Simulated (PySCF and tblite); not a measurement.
The numbers below are computed, except where a source is named.
System: C₄H₅FO₂, numbered as in [CH3:1][C:2](=[O:3])/[CH:4]=[C:5](\[OH:6])[F:7].

Motion: rotation about the C2–C4 bond (torsion C1–C2–C4–C5 from 180° to 360°, rising). GFN2-xTB gives an electronic barrier of 16.0 kcal/mol and a reaction energy of 11.9 kcal/mol.

PBE0/pcSseg-1 + D3(BJ) on GFN2-xTB geometries gives 25.0 kcal/mol and k(298 K) = 9.8×10⁻⁶ s⁻¹.

Q: What does PBE0/pcSseg-1 + D3(BJ), IEF-PCM acetone give on GFN2-xTB geometries?

A: A barrier of 20.8 kcal/mol, 4.2 below the first DFT barrier (from unrounded values), a reaction energy of 12.1 kcal/mol and, with GFN2-xTB thermal terms, ΔG‡(298 K) = 20.5 kcal/mol and k = 0.011 s⁻¹ (2 equivalent paths).

Programs: tblite and PySCF.
